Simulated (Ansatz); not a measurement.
Strength of the C–Si bond: CH6Cl2Si2 → SiH3(CH2) + SiHCl2

Species: CH6Cl2Si2 `[SiH3]C[SiH](Cl)Cl`, singlet; SiH3(CH2), doublet; SiHCl2 `Cl[SiH]Cl`, doublet. 

Shapes, held fixed at every level: PBE0-D4/def2-TZVP. Flexible molecules stand in one conformer, not always the lowest. Programs: Ansatz 0.2.0. The zero-point and thermal change to 298 K, harmonic and unscaled (PBE0-D4/def2-TZVP), is -13.9 kJ/mol.

```json
{"level": "HF/def2-TZVPP", "kind": "Hartree–Fock", "ΔH(298 K) (kJ/mol)": "+265.5", "less CCSD(T)/CBS estimate": "-124.1"}
{"level": "r2SCAN-D4/def2-TZVPP", "kind": "meta-GGA", "ΔH(298 K) (kJ/mol)": "+352.1", "less CCSD(T)/CBS estimate": "-37.5"}
{"level": "BHLYP-D4/def2-TZVPP", "kind": "global hybrid", "ΔH(298 K) (kJ/mol)": "+363.6", "less CCSD(T)/CBS estimate": "-26.0"}
{"level": "PBE0-D4/def2-TZVPP", "kind": "global hybrid", "ΔH(298 K) (kJ/mol)": "+370.2", "less CCSD(T)/CBS estimate": "-19.4"}
{"level": "wB97X-V/def2-TZVPP", "kind": "range-separated hybrid", "ΔH(298 K) (kJ/mol)": "+387.1", "less CCSD(T)/CBS estimate": "-2.5"}
{"level": "CCSD(T)/def2-TZVPP", "kind": "coupled cluster or CI", "ΔH(298 K) (kJ/mol)": "+379.7", "less CCSD(T)/CBS estimate": "-9.9"}
{"level": "CCSD/def2-TZVPP", "kind": "coupled cluster or CI", "ΔH(298 K) (kJ/mol)": "+369.7", "less CCSD(T)/CBS estimate": "-19.9"}
{"level": "CCSD(T)/CBS estimate", "kind": "coupled cluster or CI", "ΔH(298 K) (kJ/mol)": "+389.6", "less CCSD(T)/CBS estimate": "0.0"}
```

The highest level, CCSD(T)/CBS estimate, gives ΔH(298 K) = +389.6 kJ/mol; the levels span +265.5 to +389.6. The column of differences is taken from that level and isn't an error. Hartree–Fock misses the correlation of the pair that is broken and comes out low. No measured value is set beside it here. Open shells run unrestricted unless RO is named. The CBS estimate extrapolates MP2 from def2-TZVPP and def2-QZVPP and adds CCSD(T) − MP2 in the triple-zeta set, cores frozen.
